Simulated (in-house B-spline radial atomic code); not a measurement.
Configurations of Mg V (Mg4+), with energies counted from [He] 2s2 2p4. All numbers are computed (scalar-relativistic (X2C) PBE, spin-polarised, spherical fractional occupations; Fermi nucleus of rms radius 3.057 fm) with an all-electron radial atomic-structure program (B-spline basis), not measured. Shells without spins written out take the highest spin.

Occupations are held fixed; configurations that lie above the ionisation limit could autoionise.

```json
{"configuration": "[He] 2s2 2p(2 up, 2 down)", "E - E(ref) (eV)": "3.2749", "highest orbital": "2p up", "its <r> (bohr)": "0.6061"}
{"configuration": "[He] 2s2 2p(2 up, 1 down) 3s(1 up, 0 down)", "E - E(ref) (eV)": "90.364", "highest orbital": "3s up", "its <r> (bohr)": "1.791"}
{"configuration": "[He] 2s2 2p3 3d1", "E - E(ref) (eV)": "99.768", "highest orbital": "3d up", "its <r> (bohr)": "1.871"}
{"configuration": "[He] 2s1 2p4 3s1", "E - E(ref) (eV)": "113.26", "highest orbital": "3s up", "its <r> (bohr)": "1.785"}
{"configuration": "[He] 2s1 2p4 3d1", "E - E(ref) (eV)": "130.66", "highest orbital": "3d up", "its <r> (bohr)": "1.871"}
{"configuration": "[He] 2s(0 up, 1 down) 2p(2 up, 2 down) 3d(1 up, 0 down)", "E - E(ref) (eV)": "139.01", "highest orbital": "3d up", "its <r> (bohr)": "1.92"}
```

Order these further configurations by energy, lowest first.
A. [He] 2s2 2p3 3s1
B. [He] 2s(0 up, 1 down) 2p(3 up, 1 down) 3s(0 up, 1 down)
C. [He] 2s1 2p4 3p1
D. [He] 2s2 2p(2 up, 1 down) 3d(1 up, 0 down)
E. [He] 2s2 2p3 3p1

A (82.246 eV), E (89.852 eV), D (107.86 eV), C (120.93 eV), B (121.31 eV).

How far above the reference does [He] 2s1 2p5 lie?

32.123 eV; its least bound orbital is 2p down with <r> = 0.615 bohr.
